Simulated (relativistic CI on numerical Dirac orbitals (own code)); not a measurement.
# What each ingredient does to the levels of Ta27+

Base calculation: Dirac-Coulomb-Breit CI, orbitals from a KLI potential per configuration, model QED (radiative potential, 1s self-energy scaled to tabulated hydrogen-like ionisation energies), unscaled Slater integrals.

CI space (outside the closed core [Ar] 3d10): 4s2 4p6 4d10, 4s2 4p6 4d9 4f, 4s2 4p5 4d10 4f, 4s 4p6 4d10 4f, 4s2 4p6 4d9 5s, 4s2 4p6 4d9 5p, 4s2 4p6 4d9 5d, 4s2 4p5 4d10 5s, 4s2 4p6 4d9 5f, 4s2 4p5 4d10 5p, 4s2 4p6 4d9 6s, 4s2 4p6 4d9 5g, 4s2 4p6 4d9 6p, 4s2 4p5 4d10 5d, 4s 4p6 4d10 5s, 4s2 4p6 4d9 6d, 4s2 4p6 4d9 6f, 4s 4p6 4d10 5p, 4p6 4d10 4f2, 4p6 4d9 4f3, 4p5 4d10 4f3, 4p6 4d9 4f2 5s, 4p6 4d9 4f2 5p, 4p6 4d9 4f2 5d. Double excitations out of closed p, d and f shells are left out; levels of such configurations are missing from the list, as are those of other unlisted configurations, and high levels can miss mixing partners. These lack a partner that the ground configuration has and come out too high: 4s2 4p5 4d10 5s, 4s2 4p6 4d9 5f, 4s2 4p5 4d10 5p, 4s2 4p6 4d9 6s, 4s2 4p6 4d9 5g.

The lowest level and the first level of each name with at least 55 % of one term (blank where a level has no safe partner in the second run):

```
               Level  Base (eV)  Shift (eV)
   4s2 4p6 4d10 1S_0      0.000       0.000
4s2 4p6 4d9 4f 3P°_0    184.950      -0.038
4s2 4p6 4d9 4f 3P°_1    186.995      -2.083
4s2 4p6 4d9 4f 3P°_2    190.982      -6.070
4s2 4p6 4d9 4f 3H°_5    191.796      -1.646
4s2 4p6 4d9 4f 3H°_6    193.383      -3.233
4s2 4p6 4d9 4f 3F°_3    194.686            
4s2 4p6 4d9 4f 3F°_4    198.016      -4.200
4s2 4p6 4d9 4f 3G°_5    199.779            
4s2 4p6 4d9 4f 3D°_1    201.222      -7.443
4s2 4p6 4d9 4f 3H°_4    206.277            
4s2 4p6 4d9 4f 3G°_3    212.276     -15.039
4s2 4p6 4d9 4f 1F°_3    214.579     -13.168
4s2 4p6 4d9 4f 1P°_1    251.172      -8.961
 4s2 4p6 4d9 5s 3D_3    334.023     +45.131
 4s2 4p6 4d9 5s 3D_1    349.085     +30.070
4s2 4p6 4d9 5p 3P°_2    376.391     +38.168
4s2 4p5 4d10 4f 3D_1    376.815     -20.115
4s2 4p5 4d10 4f 3D_2    380.200     -23.499
4s2 4p5 4d10 4f 3G_4    381.785     -22.309
4s2 4p5 4d10 4f 3G_5    382.925     -23.450
4s2 4p5 4d10 4f 3F_3    384.260
```

At this charge energies of transitions that change n are usually good to better than 1 %, and those within a shell (Δn = 0) to a few per cent.

Problem. One thing was changed in a second run, which moved the levels as shown. Which?
A. QED terms removed
B. one mean potential for all configurations
C. Breit term removed
D. configuration mixing switched off
E. non-relativistic limit

Solution. E. Non-relativistic limit. Without relativity the fine structure collapses and s electrons lose their extra binding.

LS names give the leading component of a level, which can be under half, so a name can repeat, a term be missing and a line seem to break the LS rules.
